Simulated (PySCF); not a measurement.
Si(OH)4 (H₄O₄Si), SMILES [Si](O)(O)(O)O. Geometry optimised at PBE-D3(BJ)/def2-SVP. The isomer is the one that the SMILES or the coordinates give; other isomers of the formula were not compared. The values are those of a single conformer.

Task: Give the equilibrium geometry at PBE-D3(BJ)/def2-SVP (PySCF confirms it by a frequency run) as a Z-matrix, and its point group. (The exact figures need the calculation; the answer reports its results.)

Result: Several could match; the one computed here: point group S4.
```
Si
O 1 1.6658
H 2 0.9731 1 113.19
O 1 1.6658 2 105.97 3 -32.83
H 4 0.9731 1 113.19 2 157.47
O 1 1.6658 2 105.97 3 -157.47
H 6 0.9731 1 113.19 2 32.83
O 1 1.6658 2 116.73 3 84.85
H 8 0.9731 1 113.19 2 84.85
```
